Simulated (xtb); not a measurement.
C₃H₉Ga, triplet, at a GFN2-xTB geometry (such geometries of metal compounds can be far from the true shape) (a higher spin typed on purpose: for a closed-shell molecule this is an excited state). Base run: xtb 6.7.1 with GFN0-xTB.

The xtb input:
```
$ xtb mol.xyz --gfn 0 --uhf 2 --json

# file mol.xyz
13

Ga    -0.29203971     0.33248422     0.32507992
C     -0.81222176    -1.79125288    -0.37264226
H     -0.10149786    -2.12380947    -1.11828279
H     -1.78597217    -1.58621334    -0.80809556
H     -0.87885691    -2.46902136     0.46929178
C      0.08037324     1.48913743    -1.43629314
H      0.58076296     0.84265399    -2.16014170
H      0.72752364     2.34157557    -1.22331300
H     -0.84339354     1.86241547    -1.88118647
C      1.65518927    -0.78188169     0.80937839
H      2.22246012     0.04171239     1.23329735
H      2.09165519    -1.13347279    -0.11706188
H      1.50050503    -1.57886848     1.52535701
```

The base run was repeated with changes; each row names its change, and settings that it needs were set with it.

```csv
change,ΔE vs base (kcal/mol)
base,0.000
acc = 30,0.000
file = coord,0.000
etemp = 1000,-0.170
etemp = 10000,-34.61
acc = 0.1,0.000
```
